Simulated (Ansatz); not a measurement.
`[OH][GeH2][I]` + `F[CH2][GeH3]` → `[OH][GeH2][GeH3]` + `FCI`  (formal exchange of groups at a Ge–I bond)

Computed with Ansatz on PBE0-D4/def2-TZVP structures; ΔE is electronic, products minus reactants. CBS: MP2 limit from def2 TZ/QZ plus the TZ coupled-cluster correction, frozen cores. Functionals use def2-TZVPP. B3LYP here is the variant with VWN-RPA as its local correlation; programs differ in this. def2 core potentials past Kr. For Ge, I outer-core shells are correlated without core-valence functions, which leaves a few kJ/mol of doubt a bond. Scalar relativity is left out up to krypton. One conformer a species, not always the lowest.

Task: Is it downhill or uphill in electronic energy at CCSD(T)/CBS, and by how much? (Estimate.)

Result: Ansatz gave: Uphill: ΔE = +19.6 kcal/mol.

Task: What do these levels give: PBE-D4, revPBE-D4, PBE0-D4, B3LYP-D4, BHLYP-D4, ωB97X-V, BLYP, B3LYP, RPA@PBE/def2-TZVPP, HF/def2-SVP, SCS-MP2/def2-TZVPP, CCSD/def2-TZVPP? (Estimate.)

Result: The calculation gave: PBE-D4 17.2, revPBE-D4 17.1, PBE0-D4 19.1, B3LYP-D4 18.9, BHLYP-D4 21.2, ωB97X-V 20.4, BLYP 17.3, B3LYP 18.9, RPA@PBE/def2-TZVPP 18.5, HF/def2-SVP 26.1, SCS-MP2/def2-TZVPP 20.7, CCSD/def2-TZVPP 20.1 kcal/mol.

Largest T1 diagnostic among the species: 0.012.

From BLYP to BHLYP (50 % exact exchange), in def2-TZVPP and without D4, ΔE moves by +3.9 kcal/mol. In def2-TZVPP, CCSD(T) changes the Hartree–Fock value by −4.6 kcal/mol (the triples alone add −0.6 kcal/mol) and MP2 by −3.2 kcal/mol.
